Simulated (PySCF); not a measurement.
C$_{2}$H$_{7}$BrSn (SMILES C[CH2][SnH2][Br]), singlet, geometry from GFN2-xTB (such geometries of metal compounds can be far from the true shape) (core potentials on Sn); DF-R2SCAN/def2-SV(P) (PySCF).

Input for PySCF:
```python
from pyscf import gto, scf, dft

mol = gto.M(
    atom='''
Sn   -0.04236048    0.86331124    0.03605289
Br    1.24913561   -1.24879698   -0.01102241
C    -2.10121783    0.38738641   -0.58136086
C    -2.75176026   -0.63237237    0.32488543
H     0.15184149    1.42193936    1.64164727
H     0.83972301    1.92787347   -0.97620057
H    -2.65935684    1.32000996   -0.58920666
H    -2.03663653    0.01882178   -1.60400349
H    -3.76106630   -0.84066326   -0.02773645
H    -2.82127297   -0.26662397    1.34770201
H    -2.19708575   -1.56910893    0.32979072
''',
    basis='def2-sv(p)',
    ecp={'Sn': 'def2-sv(p)'},
    verbose=4,
    max_memory=1800,
)

mf = dft.RKS(mol)
mf.xc = 'r2scan'
mf = mf.density_fit(auxbasis='def2-universal-jkfit')
mf.kernel()
```

The log (banner, timings and long lists left out):

```
PySCF version 2.14.0

[INPUT] verbose = 4
[INPUT] num. atoms = 11
[INPUT] num. electrons = 76
[INPUT] charge = 0
[INPUT] spin (= nelec alpha-beta = 2S) = 0
[INPUT] symmetry False subgroup None
[INPUT] Mole.unit = angstrom
[INPUT] Symbol           X                Y                Z      unit          X                Y                Z       unit  Magmom
[INPUT]  1 Sn    -0.042360480000   0.863311240000   0.036052890000 AA   -0.080049705705   1.631421803859   0.068130088099 Bohr   0.0
[INPUT]  2 Br     1.249135610000  -1.248796980000  -0.011022410000 AA    2.360524195342  -2.359884277384  -0.020829336133 Bohr   0.0
[INPUT]  3 C     -2.101217830000   0.387386410000  -0.581360860000 AA   -3.970726226753   0.732054219278  -1.098612804942 Bohr   0.0
[INPUT]  4 C     -2.751760260000  -0.632372370000   0.324885430000 AA   -5.200073251862  -1.195010588042   0.613944484562 Bohr   0.0
[INPUT]  5 H      0.151841490000   1.421939360000   1.641647270000 AA    0.286938830446   2.687075956139   3.102263733440 Bohr   0.0
[INPUT]  6 H      0.839723010000   1.927873470000  -0.976200570000 AA    1.586846509395   3.643152861115  -1.844751719944 Bohr   0.0
[INPUT]  7 H     -2.659356840000   1.320009960000  -0.589206660000 AA   -5.025456095089   2.494457306098  -1.113439218170 Bohr   0.0
[INPUT]  8 H     -2.036636530000   0.018821780000  -1.604003490000 AA   -3.848685256985   0.035568009377  -3.031127298947 Bohr   0.0
[INPUT]  9 H     -3.761066300000  -0.840663260000  -0.027736450000 AA   -7.107385243331  -1.588623324384  -0.052414294168 Bohr   0.0
[INPUT] 10 H     -2.821272970000  -0.266623970000   1.347702010000 AA   -5.331433235938  -0.503846281544   2.546787696426 Bohr   0.0
[INPUT] 11 H     -2.197085750000  -1.569108930000   0.329790720000 AA   -4.151890339685  -2.965186137309   0.623214139223 Bohr   0.0

nuclear repulsion = 382.598822687884
number of shells = 48
number of NR pGTOs = 211
number of NR cGTOs = 100
basis = def2-sv(p)
ecp = {'Sn': 'def2-sv(p)'}

******** <class 'pyscf.df.df_jk.DFRKS'> ********
method = DFRKS
initial guess = minao
damping factor = 0
level_shift factor = 0
DIIS = <class 'pyscf.scf.diis.CDIIS'>
diis_start_cycle = 1
diis_space = 8
diis_damp = 0
SCF conv_tol = 1e-09
SCF conv_tol_grad = None
SCF max_cycles = 50
direct_scf = False
XC library pyscf.dft.libxc version 7.1.2
    S. Lehtola, C. Steigemann, M. J. T. Oliveira, and M. A. L. Marques,  SoftwareX 7, 1–5 (2018)
XC functionals = r2scan
    J. W. Furness, A. D. Kaplan, J. Ning, J. P. Perdew, and J. Sun,  J. Phys. Chem. Lett. 11, 8208–8215 (2020)
    J. W. Furness, A. D. Kaplan, J. Ning, J. P. Perdew, and J. Sun,  J. Phys. Chem. Lett. 11, 9248–9248 (2020)
    J. W. Furness, A. D. Kaplan, J. Ning, J. P. Perdew, and J. Sun,  J. Phys. Chem. Lett. 11, 8208–8215 (2020)
    J. W. Furness, A. D. Kaplan, J. Ning, J. P. Perdew, and J. Sun,  J. Phys. Chem. Lett. 11, 9248–9248 (2020)
radial grids:
    Treutler-Ahlrichs [JCP 102, 346 (1995); DOI:10.1063/1.469408] (M4) radial grids

becke partition: Becke, JCP 88, 2547 (1988); DOI:10.1063/1.454033
pruning grids: <function nwchem_prune>
grids dens level: 3
symmetrized grids: False
atomic radii adjust function: <function treutler_atomic_radii_adjust>
small_rho_cutoff = 0
Set gradient conv threshold to 3.16228e-05
Initial guess from minao.
tot grids = 139280
init E= -2844.72116462338
  HOMO = -0.638179347113017  LUMO = -0.560636668795037  gap/eV = 2.11004
cycle= 1 E= -2866.33611432096  delta_E= -21.6  |g|= 2.99  |ddm|=  8.1
  HOMO = 0.127976955285868  LUMO = 0.135227333883534  gap/eV = 0.19729
cycle= 2 E= -2858.19893843595  delta_E= 8.14  |g|= 7.14  |ddm|= 20.8
  HOMO = -0.179057576353642  LUMO = 0.0129420626371797  gap/eV = 5.22458
cycle= 3 E= -2868.32867840622  delta_E= -10.1  |g|= 0.752  |ddm|= 19.6
  HOMO = -0.194512469318661  LUMO = -0.0375847346137942  gap/eV = 4.27022
cycle= 4 E= -2868.41348065848  delta_E= -0.0848  |g|= 0.63  |ddm|= 1.95
  HOMO = -0.247714813125384  LUMO = -0.0406164388146542  gap/eV = 5.63543
cycle= 5 E= -2868.52778077551  delta_E= -0.114  |g|= 0.12  |ddm|= 0.963
  HOMO = -0.249913587971988  LUMO = -0.0378648302344313  gap/eV = 5.77014
cycle= 6 E= -2868.5308131024  delta_E= -0.00303  |g|= 0.0586  |ddm|= 0.197
  HOMO = -0.247356057192587  LUMO = -0.0369409300451372  gap/eV = 5.72569
cycle= 7 E= -2868.53175848219  delta_E= -0.000945  |g|= 0.0135  |ddm|= 0.0747
  HOMO = -0.248476419857281  LUMO = -0.0376896177289717  gap/eV = 5.73580
cycle= 8 E= -2868.5318073304  delta_E= -4.88e-05  |g|= 0.002  |ddm|= 0.018
  HOMO = -0.24832155509794  LUMO = -0.0375551287759785  gap/eV = 5.73525
cycle= 9 E= -2868.53180852682  delta_E= -1.2e-06  |g|= 0.000314  |ddm|= 0.00279
  HOMO = -0.24832207111728  LUMO = -0.0375615579626894  gap/eV = 5.73509
cycle= 10 E= -2868.53180856125  delta_E= -3.44e-08  |g|= 7.69e-05  |ddm|= 0.000595
  HOMO = -0.248326133969808  LUMO = -0.0375598809275846  gap/eV = 5.73524
cycle= 11 E= -2868.53180856298  delta_E= -1.73e-09  |g|= 3.47e-05  |ddm|= 0.000135
  HOMO = -0.248324536417938  LUMO = -0.0375593800339286  gap/eV = 5.73521
cycle= 12 E= -2868.5318085633  delta_E= -3.17e-10  |g|= 5.46e-06  |ddm|= 4.14e-05
  HOMO = -0.248324840915751  LUMO = -0.0375601471959232  gap/eV = 5.73520
Extra cycle  E= -2868.5318085633  delta_E= 5.46e-12  |g|= 6.58e-06  |ddm|= 1.49e-05
converged SCF energy = -2868.5318085633
```
